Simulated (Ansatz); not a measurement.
System: C2H6F2Ge, net charge 0, singlet state. SMILES: [CH3][Ge]([CH3])([F])[F]
Geometry from a B3LYP-D3(BJ)/def2-TZVP (Ansatz, an electronic-structure program) optimisation:
```xyz
11

C      1.7168    -0.8963    -0.2090
Ge     0.0006    -0.0193    -0.0034
C     -1.6619    -1.0085    -0.1233
F      0.0121     0.8091     1.5363
F     -0.0722     1.2792    -1.1719
H      1.7847    -1.3578    -1.1936
H      2.5071    -0.1546    -0.1049
H      1.8392    -1.6616     0.5566
H     -2.4934    -0.3207     0.0220
H     -1.7489    -1.4751    -1.1039
H     -1.6945    -1.7789     0.6463
```
Charge 0, spin multiplicity 1.

Quantity: atomisation energy (electronic, to ground-state atoms), in kcal/mol. Valence correlation only, unless marked. Open shells are spin-unrestricted. No spin-orbit coupling. Frozen are the shells of the preceding noble gas and the d and f shells that filled before the atom's block. Non-relativistic. The coupled-cluster limit lacks core correlation, which all-electron functionals hold. Basis-set limits of correlation are two-point, X^-3; Hartree-Fock from the larger set.

| level | program | atomisation energy (kcal/mol) |
|---|---|---|
| SVWN5/def2-TZVPD | Ansatz | … |
| PBE-D3(BJ)/def2-TZVPD | Ansatz + dftd3 | 1002.6 |
| PBE-D4/def2-TZVPD | Ansatz + dftd4 | 1002.8 |
| revPBE/def2-TZVPD | Ansatz | … |
| PBE0-D3(BJ)/def2-TZVPD | Ansatz + dftd3 | 986.4 |
| PBE0/def2-QZVPP | Ansatz | 983.8 |
| r2SCANh-D4/def2-TZVPD | Ansatz + dftd4 | 986.1 |
| SCS-MP2/aug-cc-pVTZ | Ansatz | 987.7 |
| SCS-MP2/aug-cc-pVQZ | Ansatz | 1001.0 |
| CCSD/aug-cc-pVQZ | Ansatz | … |
| CCSD(T)/CBS(aug-cc-pVTZ,aug-cc-pVQZ) | Ansatz | 996.2 |

Task: Some entries are withheld; supply them.

Result: 
- SVWN5/def2-TZVPD, atomisation energy (kcal/mol): 1125.3
- revPBE/def2-TZVPD, atomisation energy (kcal/mol): 964.3
- CCSD/aug-cc-pVQZ, atomisation energy (kcal/mol): 974.7
